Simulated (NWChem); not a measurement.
System: GaHOF2; SMILES [OH][Ga]([F])[F]

```xyz
5

Ga    -0.0005     0.0058     0.0000
F     -1.6282    -0.6079     0.0000
F      0.1999     1.7254     0.0000
O      1.3910    -1.0698     0.0000
H      1.1429    -2.0017     0.0000
```
Atoms are numbered in this order, from 1.

All runs: NWChem. Geometry: optimised at PBE0/def2-SVP. Vzz is the largest principal value of the second derivative of the potential at the nucleus (NWChem prints the opposite sign); η is the asymmetry. Non-relativistic.

Question: Estimate the computed values for B3LYP/cc-pVTZ. Quantities: Vzz Ga1 (a.u.); η Ga1; Vzz O4 (a.u.); η O4.

Answer: 
```json
{
 "Vzz Ga1 (a.u.)": "2.303",
 "η Ga1": "0.27",
 "Vzz O4 (a.u.)": "1.278",
 "η O4": "0.76"
}
```
